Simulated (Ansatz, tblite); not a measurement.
Cost and result up the ladder for Sn4Ge2H12, an alloyed cluster cut from the lattice of tin (2 Ge, core) (18 atoms). The state is a singlet with charge 0. Geometry: PBE-D4/def2-SVP.

```xyz
18

Ge    1.941   -1.394    0.716
Sn   -1.604   -1.366   -1.471
Sn    0.283    2.644   -0.352
Sn    1.790    1.124    1.470
Sn   -2.139    1.333   -0.911
Ge   -0.279   -2.409    0.550
H     2.831   -2.191    1.715
H     2.626   -1.471   -0.680
H    -3.061   -2.257   -1.780
H    -0.614   -1.477   -2.892
H     0.002    4.238    0.274
H     1.179    2.825   -1.826
H     1.026    1.190    3.027
H     3.384    1.787    1.647
H    -3.171    1.423    0.481
H    -2.982    2.095   -2.224
H    -1.058   -2.142    1.872
H    -0.152   -3.953    0.386
```

Ansatz on 4 threads of Intel Xeon Platinum 8488C on a shared host; xTB runs through tblite on one thread. Times are rough, summed over both states, and most runs start from the orbitals of an earlier one. PBE0-D4/def2-TZVP serves as the yardstick here, not as an exact answer. The other state is a triplet.

In the def2 sets Sn takes a core potential; there is no spin–orbit coupling. The xTB rows come from tblite.

xTB has no spin-polarisation term.

```tsv
level	functions	wall time	vertical triplet (eV)	difference from PBE0-D4/def2-TZVP (eV)
GFN2-xTB	66	0.046 s	2.49	-1.83
GFN1-xTB	78	0.049 s	3.20	-1.13
PBE-D4/def2-TZVP	368	23 s	3.97	-0.36
PBE0-D4/def2-TZVP	368	77 s	4.33	0.00
```
